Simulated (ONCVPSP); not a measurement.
## Plane-wave convergence, ONCV potential for Pb

Pb (Z = 82), optimised norm-conserving Vanderbilt (ONCV), made with ONCVPSP 4.0.1 (LDA (Perdew-Wang 92), fully relativistic). Core [Xe] 4f14, reference 5d10 6s2 6p1.5 (charge +0.5). Waves: 6s: rc 1.85 bohr, ncon 4, nbas 7, qcut 2.8 1/bohr, 2 projectors, debl 1.7 Ha; 6p: rc 2.15 bohr, ncon 3, nbas 8, qcut 3.6 1/bohr, 3 projectors, debl 3.7 Ha; 5d: rc 1.60 bohr, ncon 3, nbas 8, qcut 10 1/bohr, 2 projectors, debl 1 Ha. Local part: polynomial inside 1.50 bohr (lpopt 3, dvloc0 -1 Ha). Core correction: none.

Open shells are filled in proportion to 2j + 1.

For each optimised wave give the share of its norm inside rc, the residual kinetic energy above qcut (Ha) and the cutoffs (Ha) for errors of 10, 1, 0.1 and 0.01 mHa per electron.

```tsv
wave	norm inside rc	residual KE	10 mHa	1 mHa	0.1 mHa	0.01 mHa
6s	0.312	1.7e-02	4.5	15.0	27.6	32.4
s projector 2	0.183	1.0e-01	11.9	44.1	52.2	69.6
6p j=3/2	0.166	7.3e-05	1.8	4.7	6.5	16.9
p projector 2 j=3/2	0.129	6.7e-02	10.9	21.8	48.9	80.9
p projector 3 j=3/2	0.095	2.4e-01	42.5	86.6	not reached	not reached
6p j=1/2	0.268	4.7e-04	1.9	5.7	18.7	49.1
p projector 2 j=1/2	0.145	8.7e-02	13.0	50.5	65.3	not reached
p projector 3 j=1/2	0.107	2.8e-01	18.9	72.7	118.4	not reached
5d j=5/2	0.748	9.8e-09	20.2	25.8	30.7	34.9
d projector 2 j=5/2	0.042	1.3e-09	14.2	20.6	26.0	30.7
5d j=3/2	0.780	6.5e-09	21.5	27.5	32.7	37.1
d projector 2 j=3/2	0.039	8.1e-10	15.1	21.7	27.6	32.7
```

The occupied waves need 27 Ha and 33 Ha for 1 and 0.1 mHa. The cutoffs count occupied waves only; projector 3 of the p channel, the hardest unoccupied one, needs 73 Ha at the loose tolerance. Note: ghosts flagged at negative energy: s at -1.97 eV; GHOST(+) flagged for p3/2 at 186.2 eV, p1/2 at 217.1 eV. A true bound ghost makes a file unfit for plane-wave use.
